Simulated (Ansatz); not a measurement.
Molecule: FeF3, charge 0, multiplicity 6. The spin state was set by rule; other spins were not relaxed. SMILES: [F][Fe]([F])[F]
Geometry: optimised at B3LYP-D3(BJ)/def2-TZVP (Ansatz, a program for electronic structure).

Quantity: atomisation energy (electronic, to ground-state atoms), in kcal/mol. Valence correlation only, unless marked. Open shells are spin-unrestricted. No spin-orbit coupling. The frozen core is the preceding noble-gas configuration, with the filled d and f shells of earlier blocks. Non-relativistic. The coupled-cluster limit lacks core correlation, which all-electron functionals hold. CBS(X,Y): correlation extrapolated as X^-3; Hartree-Fock from the larger set. [CCSD(T)-MP2]/basis is that difference in the basis named.

| level | program | atomisation energy (kcal/mol) |
|---|---|---|
| HF/def2-TZVPPD | Ansatz | 225.9 |
| HF/def2-QZVPP | Ansatz | 228.7 |

### Question
Predict the RI-MP2/CBS(def2-TZVPP,def2-QZVPP)+[CCSD(T)-MP2]/def2-TZVPP result (Ansatz).

### Answer
329.8 kcal/mol
